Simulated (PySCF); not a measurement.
# Excitation energy of Pt by level of theory

Pt [Xe] 4f14 5d9 6s1 (3D) → Pt [Xe] 4f14 5d10 (1S), as a difference of total energies. Calculation: PySCF 2.14, in aug-cc-pVDZ-PP with ECP60MDF (5s5p4d2f, 54 functions); scalar relativity through the core potential. Correlated levels: valence: 5s2 5p6 frozen. The calculations carry no spin-orbit coupling.

| method | excitation energy (cm⁻¹) | error (cm⁻¹) |
| --- | --- | --- |
| UHF | 8127.0 | +6202 |
| MP2 (valence) | 2430.9 | +506 |
| SCS-MP2 (valence) | 2182.5 | +258 |
| CCSD (valence) | 4309.6 | +2385 |
| CCSD(T) (valence) | 3594.0 | +1669 |

Reference: 1924.7 cm⁻¹ (measured; NIST levels, between the centres of gravity of the two terms).

Errors of the correlated levels include the incompleteness of this basis and the frozen core.
